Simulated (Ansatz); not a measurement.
HCl3OTi, charge -1, doublet, at the geometry of the source list (the multiplicity is a formal guess) (a gas-phase anion, which may not be bound at this level), with bond 2-1 at 1.8 times its length; CASSCF(5,5)/STO-3G (Ansatz, a program for electronic structure).

Input for Ansatz:
Ansatz 0.2 input:
```yaml
crystal:
  periodic: [false, false, false]
  atoms:
    - {symbol: Ti, position_ang: [0.24300000, -0.11870000, -0.01240000]}
    - {symbol: Cl, position_ang: [3.19608000, 2.02600000, -1.17070000]}
    - {symbol: Cl, position_ang: [0.90120000, -0.91690000, 1.84740000]}
    - {symbol: Cl, position_ang: [0.28820000, -1.79020000, -1.32620000]}
    - {symbol: O, position_ang: [-1.22490000, 0.66870000, 0.05010000]}
    - {symbol: H, position_ang: [-2.09110000, 1.08420000, 0.09710000]}
basis:
  gaussian:
    orbitals: STO-3G
hamiltonian:
  xc: hf
total_charge: -1
correlation: {active_space: {window: {electrons: 5, orbitals: 5}}}
magnetization: {spin_polarized: false, initial_magnetization: 1}
```

It wrote (shortened):

```
Functional definition: HF
617 factors; integrals over basis functions are off by at most 1.1e-4 eV
mean field evaluation 1: about -61987.1114 eV, gradient 2.8e1 eV
mean field evaluation 2: about -61987.1689 eV, gradient 2.9e1 eV
mean field evaluation 4: about -61991.1950 eV, gradient 2.4e0 eV
mean field evaluation 8: about -61991.3629 eV, gradient 7.8e-2 eV
mean field evaluation 16: about -61991.2716 eV, gradient 1.3e0 eV
mean field -61991.36229175 eV, -2278.1405449671 hartree, gradient 2.9e-6 eV, S^2 0.750000; 4 other end points of the search recorded, 0 dependent functions left out
reference -61991.36229175 eV, -2278.1405449671 hartree; 42, 41 occupied and 9, 10 virtual orbitals, 617 factors
state -61992.11494162 eV, -2278.1682043397 hartree
Total energy: -61992.11494162 eV, -2278.1682043397 hartree
```
